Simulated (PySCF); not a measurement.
Two species compared at the same levels of theory.

First species: C2H5Ga.
Atom-mapped SMILES: `[CH2:1]=[CH:2][GaH2:3]` (hydrogens: H4, H5 on C1; H6 on C2; H7, H8 on Ga3)

Second species: C5H9ClSi2.
InChI=1S/C5H9ClSi2/c6-8(4-3-7)5-1-2-5/h5,8H,1-2H2,7H3/t8-/m0/s1

Levels: CAM-B3LYP/def2-SVPD for dipole moment, HOMO energy, LUMO energy, HOMO–LUMO gap, static isotropic polarisability and electronic spatial extent ⟨r²⟩ about the centre of nuclear charge; TDDFT CAM-B3LYP/def2-SVPD for lowest singlet excitation; TDA CAM-B3LYP/def2-SVPD for lowest triplet excitation (Tamm–Dancoff); ΔSCF CAM-B3LYP/def2-SVPD for vertical ionisation energy; PBE0-D3(BJ)/def2-SVP for rotational constant A and rotational constant C. Geometries: PBE0-D3(BJ)/def2-SVP. All species are isolated and taken at one optimised geometry, non-relativistic unless stated. Electronic properties by PySCF.

Dipoles, sizes and rotational constants follow the conformer. The torsions of the flexible species, by atom-mapped SMILES:
- `[SiH3:1][C:2]#[C:3][Si@H:4]([Cl:5])[CH:6]1[CH2:7][CH2:8]1`: C3–Si4–C6–C7 -159°

```
                                                         property    column X    column Y
                                                    dipole moment      2.17 D      0.79 D
                                                      HOMO energy    -9.47 eV    -9.43 eV
                                                      LUMO energy     0.11 eV    -0.83 eV
                                                    HOMO–LUMO gap     9.58 eV     8.60 eV
                                        lowest singlet excitation     5.42 eV     4.87 eV
                         lowest triplet excitation (Tamm–Dancoff)     4.49 eV     3.92 eV
                                  static isotropic polarisability    125.1 au     55.9 au
                                       vertical ionisation energy    10.09 eV    10.35 eV
electronic spatial extent ⟨r²⟩ about the centre of nuclear charge  2576 bohr²   365 bohr²
                                            rotational constant A   1.613 GHz  37.891 GHz
                                            rotational constant C   0.421 GHz   3.605 GHz
```

Task: Which column belongs to which species?

Result: Column X is the second species and column Y the first. The first has 8 atoms and 48 electrons, the second 17 and 84.

Task: How does each property change from the first species to the second?

Result: dipole moment +1.38 D; HOMO energy -0.04 eV; LUMO energy +0.94 eV; HOMO–LUMO gap +0.98 eV; lowest singlet excitation +0.55 eV; lowest triplet excitation (Tamm–Dancoff) +0.57 eV; static isotropic polarisability +69.2 au; vertical ionisation energy -0.26 eV; electronic spatial extent ⟨r²⟩ about the centre of nuclear charge +2211 bohr²; rotational constant A -36.278 GHz; rotational constant C -3.184 GHz.

On the first: The polarisability is 8.28 Å³ as a volume (1 au = 0.148185 Å³), or 1.16 au for each of the 48 electrons. In wavenumbers S1 is 39300 cm⁻¹ (1 eV = 8065.54 cm⁻¹). Relativistic effects, spin–orbit coupling among them, are left out although an element past zinc is present.

On the second: No computed singlet falls in the visible range (750 to 380 nm, 1.65 to 3.26 eV); S1 lies 2.16 eV above its blue end. The vertical singlet–triplet gap S1 − T1 is 0.93 eV (TDDFT singlet less Tamm–Dancoff triplet; S1: HOMO→LUMO, weight 0.59; T1: HOMO−1→LUMO, weight 0.43, beside HOMO→LUMO+1, weight 0.29).
